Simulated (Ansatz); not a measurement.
`[SiH3][SiH2][S][GaH2]` + HI → `[SiH3][SiH2]I` + `[SH][GaH2]`  (ligand exchange at the Si–S bond)

Gas-phase electronic energies from Ansatz, PBE0-D4/def2-TZVP geometries. CCSD(T)/CBS is the MP2 limit (def2-TZVPP, def2-QZVPP) plus CCSD(T) − MP2 in def2-TZVPP, frozen cores. Functionals use def2-TZVPP. B3LYP here is the variant with VWN-RPA as its local correlation; programs differ in this. HSE06 is defined as in plane-wave codes. Elements past krypton have def2 core potentials. For Ga, I outer-core shells are correlated without core-valence functions, which leaves a few kJ/mol of doubt a bond. Scalar relativity is left out up to krypton. Each species was taken in one conformer, which may not be the lowest.

`[SiH3][SiH2][S][GaH2]`:

Cartesian coordinates in Å:
```
Si 0.908 0.650 1.280
Si 1.122 -0.523 -0.745
S -0.455 -0.111 -2.140
Ga -2.214 -0.205 -0.822
H 0.276 -0.184 2.336
H 2.255 1.068 1.755
H 0.077 1.866 1.067
H 1.214 -1.985 -0.480
H 2.377 -0.107 -1.427
H -3.590 0.017 -1.518
H -1.968 -0.486 0.696
```

HI:

Cartesian coordinates in Å:
```
I 0.002 -0.027 0.805
H -0.002 0.027 -0.805
```

`[SiH3][SiH2]I`:

```xyz
8

Si   -0.928   -0.214   -0.768
Si    0.846    0.428    0.609
I     1.481   -1.514    1.962
H    -1.359    0.928   -1.620
H    -2.065   -0.654    0.079
H    -0.487   -1.337   -1.635
H     2.042    0.844   -0.167
H     0.471    1.520    1.542
```

`[SH][GaH2]`:

Cartesian coordinates in Å:
```
S -0.365 0.669 -1.403
Ga -0.183 -0.129 0.638
H 0.828 0.211 -1.816
H -1.396 0.158 1.573
H 1.116 -0.910 1.008
```

```
             level  ΔE (kJ/mol)  difference from CCSD(T)/CBS
       LDA (SPW92)        -24.8                          5.2
            PBE-D4        -26.2                          3.8
         revPBE-D4        -22.3                          7.7
           BLYP-D4        -24.0                          6.0
         r2SCAN-D4        -29.2                          0.8
            B97M-V        -23.4                          6.6
           PBE0-D4        -27.9                          2.1
          B3LYP-D4        -26.5                          3.5
        r2SCANh-D4        -29.7                          0.3
        r2SCAN0-D4        -30.4                         -0.4
          HSE06-D4        -28.3                          1.7
          BHLYP-D4        -28.6                          1.4
      CAM-B3LYP-D4        -28.0                          2.0
           ωB97X-V        -29.8                          0.2
           ωB97M-V        -29.0                          1.0
            B2PLYP        -33.2                         -3.2
               PBE        -32.5                         -2.5
            revPBE        -36.3                         -6.3
              BLYP        -36.7                         -6.7
            r2SCAN        -31.0                         -1.0
              PBE0        -33.5                         -3.5
             B3LYP        -36.6                         -6.6
           r2SCANh        -31.7                         -1.7
           r2SCAN0        -32.6                         -2.6
             BHLYP        -37.1                         -7.1
         CAM-B3LYP        -34.0                         -4.0
           LC-ωPBE        -31.2                         -1.2
RPA@PBE/def2-TZVPP        -24.6                          5.4
       HF/def2-SVP        -40.0                        -10.0
      MP2/def2-SVP        -29.2                          0.8
  CCSD(T)/def2-SVP        -27.1                          2.9
     HF/def2-TZVPP        -42.2                        -12.2
    MP2/def2-TZVPP        -29.1                          0.9
SCS-MP2/def2-TZVPP        -29.8                          0.2
   CCSD/def2-TZVPP        -28.1                          1.9
CCSD(T)/def2-TZVPP        -25.7                          4.3
     HF/def2-QZVPP        -42.8                        -12.8
    MP2/def2-QZVPP        -31.8                         -1.8
     MP2/CBS(def2)        -33.5                         -3.5
    CCSD/CBS(def2)        -32.5                         -2.5
       CCSD(T)/CBS        -30.0                            0
```

(1) What do rigid-rotor, harmonic-oscillator terms from PBE0-D4/def2-TZVP frequencies (298.15 K, 1 bar) make of the CCSD(T)/CBS value? (Best estimate.)

Largest T1 diagnostic among the species: 0.014.

Results:

(1) The calculation gave: ΔZPE = +5.4 kJ/mol, ΔH = -27.3 kJ/mol, ΔS = 15 J/(mol·K), ΔG = -31.8 kJ/mol. Modes under 50 cm⁻¹ make the entropy rough.

The D4 term adds +10.1 kJ/mol with B3LYP and +5.7 kJ/mol with PBE0; it sums over pairs of atoms, weighted by their polarisabilities, and B3LYP, whose exchange is more repulsive, gets the larger term. Leaving LDA and LC-ωPBE aside and taking each functional with its dispersion term where it has one, the values spread over 10.9 kJ/mol, from B2PLYP to revPBE-D4. LDA lies +7.7 kJ/mol from PBE without D4.

CCSD(T)/CBS has its own doubt, a few kJ/mol and more with outer-core shells, so smaller differences from it don't rank the levels.
